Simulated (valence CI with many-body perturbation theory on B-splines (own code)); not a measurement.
# Tl10+: E2, M1 decay

Computed by configuration interaction combined with many-body perturbation theory (CI+MBPT): three valence electrons over a frozen Dirac-Fock core [Xe] 4f14, a basis of 9 s, 9 p, 10 d, 8 f, 5 g, 3 h, 1 i functions for each j, with the one-electron correlation potential Σ1, the two-electron term Σ2, the three-electron term Σ3, Breit, model QED; selected CI, second order for the rest, scaled by the run's own slope (own B-spline code, finite nucleus).

No measured spectrum was set against this ion. As an estimate, terms of the open shell hold to 2 to 4 % of their energy, and close levels can change places. Core correlation moves these levels by up to 12000 cm⁻¹, and in measured spectra 5 to 20 % of such shifts remained as error; rates that hang on mixing are uncertain with them. The list stops below the first excitations out of the core. Only levels of the ground parity were solved; by the run's estimate the other parity begins above the list, which can be wrong where configurations are misplaced.

Lines 1 to 50 of 120 in falling wavelength, among levels below 388240 cm⁻¹, chosen from the decays that carry over 1 % of a level's rate. Wavelengths and rates use the calculated energies, so an error of 2000 cm⁻¹ moves a line at 3028 nm by 61 % and its rate by three times that or more. Electric multipoles are in the length gauge, E1 and E2 with the static RPA response of the core. Weak lines are less certain than strong ones. Lines between different terms over intervals too small for the method are left out, as are lines whose strength nearly cancels. Where a level lies close to another of its J and parity, the split of strength between their lines is uncertain.

Levels are named by their leading jj configuration (3d3/2^4 stands for four electrons in 3d with j = 3/2), which in mixed levels can hold well under half, so a name can repeat and another be missing. Letters in brackets count levels of one name in rising energy.

```tsv
λ vac (nm)	Upper	Lower	Type	A (s⁻¹)	Branch %
3028	(5d3/2^2 5d5/2) J=9/2	(5d3/2^2 5d5/2) J=7/2	M1	4.25e-01	100.0
2138	(5d3/2^2 5d5/2) J=1/2	(5d3/2^2 5d5/2) J=3/2	M1	2.58e+00	4.2
1046	(5d3/2^2 5d5/2) J=7/2	(5d3/2^2 5d5/2) J=5/2 [a]	M1	2.27e+01	99.8
1043	(5d3/2^2 5d5/2) J=3/2	(5d3/2^2 5d5/2) J=5/2 [a]	M1	6.57e+00	3.6
989.1	(5d3/2 5d5/2^2) J=5/2 [a]	(5d3/2 5d5/2^2) J=3/2 [a]	M1	5.36e+00	1.7
845.1	(5d3/2 5d5/2^2) J=11/2	(5d3/2 5d5/2^2) J=9/2	M1	9.93e+00	7.4
747.5	(5d3/2 5d5/2^2) J=5/2 [b]	(5d3/2 5d5/2^2) J=3/2 [a]	M1	7.47e+00	2.9
606.4	(5d5/2^3) J=9/2	(5d3/2 5d5/2^2) J=11/2	M1	1.43e+01	2.1
599.8	(5d5/2^3) J=3/2	(5d3/2 5d5/2^2) J=5/2 [a]	M1	8.27e+00	1.1
567.2	(5d3/2^2 5d5/2) J=5/2 [a]	(5d3/2^3) J=3/2	M1	1.77e+02	100.0
521.0	(5d3/2 5d5/2^2) J=5/2 [a]	(5d3/2 5d5/2^2) J=7/2 [a]	M1	1.28e+01	4.1
488.2	(5d3/2 5d5/2^2) J=3/2 [b]	(5d5/2^3) J=3/2	M1	1.39e+01	1.8
487.5	(5d3/2 5d5/2^2) J=9/2	(5d3/2^2 5d5/2) J=9/2	M1	1.51e+02	55.6
476.8	(5d3/2 5d5/2^2) J=7/2 [a]	(5d3/2^2 5d5/2) J=7/2	M1	9.25e+01	19.3
460.7	(5d3/2 5d5/2^2) J=5/2 [b]	(5d3/2^2 5d5/2) J=5/2 [b]	M1	9.78e+01	38.4
460.7	(5d3/2^2 5d5/2) J=5/2 [b]	(5d3/2^2 5d5/2) J=3/2	M1	8.42e+01	68.5
460.2	(5d3/2^2 5d5/2) J=5/2 [b]	(5d3/2^2 5d5/2) J=7/2	M1	7.62e+00	6.2
445.2	(5d3/2 5d5/2^2) J=5/2 [b]	(5d3/2 5d5/2^2) J=7/2 [a]	M1	3.12e+00	1.2
419.9	(5d3/2 5d5/2^2) J=9/2	(5d3/2^2 5d5/2) J=7/2	M1	1.20e+02	44.3
413.3	(5d5/2^3) J=3/2	(5d3/2 5d5/2^2) J=1/2	M1	1.02e+02	13.9
396.8	(5d3/2 5d5/2^2) J=7/2 [b]	(5d3/2^2 5d5/2) J=5/2 [b]	M1	7.88e+00	3.6
394.4	(5d3/2 5d5/2^2) J=3/2 [a]	(5d3/2^2 5d5/2) J=1/2	M1	7.15e+01	9.2
385.2	(5d3/2 5d5/2^2) J=7/2 [b]	(5d3/2 5d5/2^2) J=7/2 [a]	M1	3.19e+01	14.8
374.0	(5d5/2^3) J=5/2	(5d5/2^3) J=3/2	M1	2.46e+01	1.8
373.4	(5d5/2^3) J=3/2	(5d3/2 5d5/2^2) J=3/2 [a]	M1	1.77e+02	24.2
367.4	(5d3/2^2 5d5/2) J=3/2	(5d3/2^3) J=3/2	M1	1.78e+02	96.4
357.9	(5d3/2 5d5/2^2) J=1/2	(5d3/2^2 5d5/2) J=1/2	M1	3.97e+02	93.8
353.1	(5d5/2^3) J=9/2	(5d3/2 5d5/2^2) J=9/2	M1	2.88e+02	41.5
333.0	(5d3/2 5d5/2^2) J=3/2 [a]	(5d3/2^2 5d5/2) J=3/2	M1	4.10e+02	52.8
327.5	(5d3/2 5d5/2^2) J=7/2 [a]	(5d3/2^2 5d5/2) J=5/2 [a]	M1	3.86e+02	80.6
320.9	(5d5/2^3) J=9/2	(5d3/2 5d5/2^2) J=7/2 [a]	M1	3.62e+02	52.2
319.6	(5d3/2^2 5d5/2) J=5/2 [b]	(5d3/2^2 5d5/2) J=5/2 [a]	M1	1.42e+01	11.6
313.5	(5d3/2^2 5d5/2) J=1/2	(5d3/2^3) J=3/2	M1	5.81e+01	93.8
313.5	(5d3/2^2 5d5/2) J=1/2	(5d3/2^3) J=3/2	E2	1.23e+00	2.0
309.2	(5d3/2 5d5/2^2) J=11/2	(5d3/2^2 5d5/2) J=9/2	M1	1.24e+02	92.5
306.6	(5d3/2 5d5/2^2) J=1/2	(5d3/2^2 5d5/2) J=3/2	M1	1.39e+01	3.3
295.1	(5d3/2 5d5/2^2) J=3/2 [b]	(5d3/2 5d5/2^2) J=5/2 [b]	M1	1.95e+01	2.5
284.8	(5d5/2^3) J=3/2	(5d3/2^2 5d5/2) J=5/2 [b]	M1	2.38e+02	32.5
272.9	(5d5/2^3) J=5/2	(5d3/2 5d5/2^2) J=7/2 [b]	M1	1.38e+02	10.1
269.1	(5d3/2 5d5/2^2) J=3/2 [b]	(5d3/2 5d5/2^2) J=5/2 [a]	M1	3.22e+02	40.7
252.4	(5d3/2 5d5/2^2) J=3/2 [a]	(5d3/2^2 5d5/2) J=5/2 [a]	M1	2.45e+02	31.6
249.1	(5d3/2 5d5/2^2) J=5/2 [a]	(5d3/2^2 5d5/2) J=3/2	M1	1.18e+02	37.3
249.1	(5d5/2^3) J=5/2	(5d3/2 5d5/2^2) J=5/2 [b]	M1	3.94e+02	28.6
249.0	(5d3/2 5d5/2^2) J=5/2 [a]	(5d3/2^2 5d5/2) J=7/2	M1	1.19e+02	37.6
230.4	(5d3/2 5d5/2^2) J=5/2 [b]	(5d3/2^2 5d5/2) J=3/2	M1	3.09e+01	12.1
230.4	(5d5/2^3) J=5/2	(5d3/2 5d5/2^2) J=5/2 [a]	M1	3.18e+01	2.3
230.2	(5d3/2 5d5/2^2) J=5/2 [b]	(5d3/2^2 5d5/2) J=7/2	M1	7.76e+01	30.4
229.2	(5d3/2 5d5/2^2) J=7/2 [b]	(5d3/2^2 5d5/2) J=9/2	M1	9.10e+01	42.1
229.2	(5d3/2 5d5/2^2) J=7/2 [b]	(5d3/2^2 5d5/2) J=9/2	E2	2.27e+00	1.0
223.8	(5d3/2 5d5/2^2) J=3/2 [b]	(5d3/2 5d5/2^2) J=1/2	M1	7.66e+01	9.7
```
